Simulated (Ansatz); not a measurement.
Relaxation of CH₉NSeSi₂ (14 atoms, charge 0, multiplicity 1), to a largest force component of 0.015 eV/Å in at most 40 steps.

Theory: Ansatz 0.2.0, RKS PBE0-D4/def2-SVP.

```xyz
14
Properties=species:S:1:pos:R:3:forces:R:3
N -1.305 2.152 1.460 -1.69 2.94 -0.84
C -0.991 1.080 0.583 1.33 0.86 0.12
Se -0.527 -0.454 1.662 0.18 -0.67 0.25
Si -0.053 -1.751 -0.167 -2.34 -0.54 1.12
Si 1.749 -1.118 -1.208 1.51 -0.01 0.18
H -0.494 2.519 1.957 0.15 -0.35 -0.07
H -1.611 2.997 0.839 0.49 -1.90 1.53
H -1.817 0.829 -0.061 -0.71 -0.12 -0.39
H -0.129 1.389 -0.024 0.24 -0.65 -0.59
H -1.262 -1.649 -1.065 0.17 0.00 -0.02
H 0.011 -3.161 0.282 0.11 -0.22 0.14
H 2.914 -1.225 -0.316 0.35 0.08 0.29
H 1.959 -2.036 -2.286 0.25 -0.72 -1.18
H 1.581 0.221 -1.671 -0.04 1.32 -0.54
```

**Question.** Where does it end, and by what steps?

**Answer.** It converged. After 32 steps the energy has fallen by 0.623 eV; H6 moved furthest, 1.64 Å.

```tsv
step	energy less start (eV)	largest force component (eV/Å)	accepted
0	0.0000	2.941	yes
2	-0.5595	0.296	yes
4	-0.5871	0.202	yes
6	-0.5988	0.054	yes
8	-0.6000	0.268	yes
10	-0.6008	0.246	no
12	-0.6035	0.146	yes
14	-0.6053	0.152	yes
16	-0.6066	0.181	yes
18	-0.6092	0.131	yes
20	-0.6122	0.114	yes
22	-0.6156	0.138	yes
24	-0.6186	0.081	yes
26	-0.6211	0.088	yes
28	-0.6222	0.034	yes
30	-0.6225	0.027	yes
32	-0.6226	0.007	yes
```

```xyz
14
Properties=species:S:1:pos:R:3
N -0.469 1.998 1.115
C -1.353 1.002 0.599
Se -1.113 -0.720 1.555
Si -0.215 -1.874 -0.195
Si 1.718 -0.751 -0.903
H 0.497 1.823 0.846
H -0.730 2.926 0.788
H -2.395 1.296 0.793
H -1.275 0.773 -0.484
H -1.182 -2.022 -1.330
H 0.123 -3.233 0.328
H 2.747 -0.811 0.180
H 2.296 -1.306 -2.166
H 1.376 0.690 -1.140
```

Whether the end is a true minimum wasn't checked by a vibrational analysis.

Run time: 66 s on 2 threads of AMD EPYC 9R45 96-Core Processor (Zen 5) (shared host), peak memory 0.42 GiB.
